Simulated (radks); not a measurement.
Task: These are the eigenvalues of the occupied orbitals of an atom or ion with whole-number occupations (eV). Calculated with a radial shooting solver on a logarithmic mesh with Libxc functionals: scalar-relativistic Kohn-Sham, LDA (Slater exchange, Perdew-Wang correlation), spin-polarised, spherical densities, finite nucleus; Fermi nuclear charge, rms radius of each element as measured or else 0.836 A^(1/3) + 0.57 fm.

| orbital | eigenvalue |
|---|---|
| 1s down | -53654.16 |
| 1s up | -53654.16 |
| 2s up | -8981.480 |
| 2s down | -8981.364 |
| 2p up | -7979.728 |
| 2p down | -7979.644 |
| 3s up | -2043.451 |
| 3s down | -2040.726 |
| 3p up | -1735.816 |
| 3p down | -1733.111 |
| 3d up | -1338.639 |
| 3d down | -1336.527 |
| 4s up | -449.6471 |
| 4s down | -443.9992 |
| 4p up | -347.9415 |
| 4p down | -342.3897 |
| 4d up | -209.2339 |
| 4d down | -203.8323 |
| 5s up | -96.5394 |
| 5s down | -94.0143 |
| 5p up | -70.4224 |
| 5p down | -68.5210 |
| 4f up | -57.3344 |
| 4f down | -52.4443 |

Which element is it, and in what charge state? The configuration may be excited. Open shells, if any, are filled with parallel spins first.

Result: Z = 66, dysprosium, charge +4: Dy4+ in [Xe] 4f8. The list shows which subshells hold electrons but not how many an open one holds; the 1s level, -1971.8 hartree, gives Z - s = 62.8 by -(Z - s)^2/2, which with screening and relativity narrows Z to a few neighbours, and the depths of the outer levels then fix element, charge and occupations together.
